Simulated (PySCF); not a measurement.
# Trend along group 11: MF molecules

PBE0 with double-zeta basis sets in PySCF, for the lowest determinant that a PBE0 search found; no spin–orbit coupling. De refers to high-spin ground-configuration atoms. A positive dipole means M(−)F(+).

```
 M               basis  state (unpaired electrons)  Re (Å)  ωe (cm⁻¹)  De (eV)  μ (D)
Cu  cc-pVDZ-PP/cc-pVDZ      singlet (closed shell)   1.732        657     3.97  -4.57
Ag  cc-pVDZ-PP/cc-pVDZ      singlet (closed shell)   1.968        539     3.11  -5.18
Au  cc-pVDZ-PP/cc-pVDZ      singlet (closed shell)   1.935        561     2.73  -4.00
```

The shortest bond is that of CuF (1.732 Å), the longest that of AgF (1.968 Å). CuF is bound most strongly (3.97 eV) and AuF least (2.73 eV).

Down a group the atoms grow and get heavier, so bonds lengthen and wavenumbers fall; the exceptions here are the shorter bond at Au and the higher wavenumber at Au. Relativity and the filled 4f shell contract the atoms of the sixth period.

Spin–orbit coupling is left out, which matters for elements this heavy, above all for dissociation energies.
